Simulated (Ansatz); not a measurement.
C₆H₁₄Se, charge +3, doublet (typed; the unrestricted solution is spin-contaminated), geometry from GFN2-xTB of the parent state (a state made from the parent by changing its charge; the spin is typed, not shown lowest); HF/6-31G (Ansatz, a program for electronic structure).

The Ansatz input:
Ansatz 0.2 input:
```yaml
crystal:
  periodic: [false, false, false]
  atoms:
    - {symbol: C, position_ang: [2.05950006, 0.96665272, 1.04727159]}
    - {symbol: C, position_ang: [1.44517531, -0.37054547, 0.65574128]}
    - {symbol: C, position_ang: [2.46758403, -1.34118426, 0.10240029]}
    - {symbol: Se, position_ang: [0.04441518, -0.02053221, -0.72361935]}
    - {symbol: C, position_ang: [-1.51012594, 0.36898858, 0.46844313]}
    - {symbol: C, position_ang: [-2.40514996, 1.39707461, -0.19241692]}
    - {symbol: C, position_ang: [-2.22921737, -0.94588539, 0.73780365]}
    - {symbol: H, position_ang: [2.58308967, 1.41798213, 0.20661849]}
    - {symbol: H, position_ang: [2.78445127, 0.79367771, 1.84087247]}
    - {symbol: H, position_ang: [1.31577984, 1.66891908, 1.42087076]}
    - {symbol: H, position_ang: [0.91010986, -0.80484702, 1.50562594]}
    - {symbol: H, position_ang: [2.00978398, -2.28611468, -0.18436482]}
    - {symbol: H, position_ang: [3.21326434, -1.54659297, 0.86811592]}
    - {symbol: H, position_ang: [2.98442504, -0.92516663, -0.76042411]}
    - {symbol: H, position_ang: [-1.07705426, 0.76037927, 1.39345625]}
    - {symbol: H, position_ang: [-1.87239715, 2.32595774, -0.38771140]}
    - {symbol: H, position_ang: [-2.81554331, 1.02380064, -1.12883350]}
    - {symbol: H, position_ang: [-3.23953569, 1.61951293, 0.47011767]}
    - {symbol: H, position_ang: [-1.57378561, -1.68727914, 1.19245994]}
    - {symbol: H, position_ang: [-2.65018171, -1.35768516, -0.17750418]}
    - {symbol: H, position_ang: [-3.04911936, -0.75505345, 1.42830057]}
basis:
  gaussian:
    orbitals: 6-31G
hamiltonian:
  xc: hf
total_charge: 3
magnetization: {spin_polarized: true, initial_magnetization: 1}
```

What the program printed (banner, timings and long lists left out):

```
Functional definition: HF
1460 factors; integrals over basis functions are off by at most 2.2e-4 eV
mean field evaluation 1: about -71639.1312 eV, gradient 4.5e1 eV
mean field evaluation 2: about -71639.3357 eV, gradient 4.5e1 eV
mean field evaluation 4: about -71650.8660 eV, gradient 7.1e0 eV
mean field evaluation 8: about -71651.3515 eV, gradient 6.1e-1 eV
mean field evaluation 16: about -71651.8384 eV, gradient 1.3e0 eV
mean field evaluation 32: about -71646.4681 eV, gradient 1.9e1 eV
mean field evaluation 64: about -71651.6651 eV, gradient 1.4e0 eV
mean field evaluation 96: about -71651.2351 eV, gradient 4.1e0 eV
mean field evaluation 128: about -71651.9748 eV, gradient 1.7e-2 eV
mean field evaluation 160: about -71651.8497 eV, gradient 2.0e-1 eV
mean field evaluation 192: about -71651.8361 eV, gradient 2.6e-1 eV
mean field evaluation 224: about -71651.7289 eV, gradient 6.0e-1 eV
mean field evaluation 256: about -71651.6969 eV, gradient 1.1e0 eV
mean field evaluation 288: about -71651.2422 eV, gradient 7.3e-1 eV
mean field evaluation 320: about -71651.9655 eV, gradient 1.5e-1 eV
mean field evaluation 352: about -71651.9708 eV, gradient 6.2e-2 eV
mean field evaluation 384: about -71652.3264 eV, gradient 1.0e-2 eV
mean field evaluation 416: about -71649.3607 eV, gradient 1.2e1 eV
mean field evaluation 448: about -71650.6959 eV, gradient 1.0e0 eV
mean field evaluation 480: about -71651.6129 eV, gradient 7.0e-1 eV
mean field evaluation 512: about -71651.6623 eV, gradient 9.3e-1 eV
mean field evaluation 544: about -71652.3140 eV, gradient 4.1e-4 eV
mean field evaluation 576: about -71651.4586 eV, gradient 7.1e-1 eV
mean field evaluation 608: about -71651.6693 eV, gradient 9.6e-1 eV
mean field evaluation 640: about -71651.3966 eV, gradient 9.7e-1 eV
mean field evaluation 672: about -71652.2827 eV, gradient 3.4e-1 eV
mean field evaluation 704: about -71650.6699 eV, gradient 6.1e-1 eV
mean field evaluation 736: about -71650.1196 eV, gradient 1.6e0 eV
mean field evaluation 768: about -71648.2466 eV, gradient 1.7e1 eV
mean field evaluation 800: about -71651.4368 eV, gradient 6.6e-1 eV
mean field evaluation 832: about -71651.4130 eV, gradient 5.8e-1 eV
mean field evaluation 864: about -71650.7885 eV, gradient 2.5e0 eV
mean field evaluation 896: about -71652.0451 eV, gradient 1.5e0 eV
mean field evaluation 928: about -71651.7419 eV, gradient 2.6e0 eV
mean field evaluation 960: about -71649.0394 eV, gradient 1.3e1 eV
mean field evaluation 992: about -71651.7217 eV, gradient 3.0e0 eV
mean field evaluation 1024: about -71651.5240 eV, gradient 9.9e-1 eV
mean field evaluation 1056: about -71651.7051 eV, gradient 8.1e-1 eV
mean field evaluation 1088: about -71650.9903 eV, gradient 2.7e0 eV
mean field evaluation 1120: about -71651.0712 eV, gradient 1.4e0 eV
mean field evaluation 1152: about -71650.3752 eV, gradient 4.9e0 eV
mean field evaluation 1184: about -71651.3178 eV, gradient 2.5e0 eV
mean field evaluation 1216: about -71651.4155 eV, gradient 6.7e-1 eV
mean field evaluation 1248: about -71651.3790 eV, gradient 2.8e-1 eV
mean field evaluation 1280: about -71652.0787 eV, gradient 2.1e-1 eV
mean field evaluation 1312: about -71648.4448 eV, gradient 8.5e0 eV
mean field evaluation 1344: about -71651.9209 eV, gradient 2.4e0 eV
mean field evaluation 1376: about -71651.3279 eV, gradient 2.5e0 eV
mean field evaluation 1408: about -71636.7064 eV, gradient 3.0e1 eV
mean field evaluation 1440: about -71646.8549 eV, gradient 8.8e0 eV
mean field -71652.32643458 eV, -2633.1744287797 hartree, gradient 3.4e-6 eV, S^2 1.763858; 12 other end points of the search recorded, 0 dependent functions left out
reference -71652.32643458 eV, -2633.1744287797 hartree; 41, 40 occupied and 70, 71 virtual orbitals, 1460 factors
Total energy: -71652.32643458 eV, -2633.1744287797 hartree
```
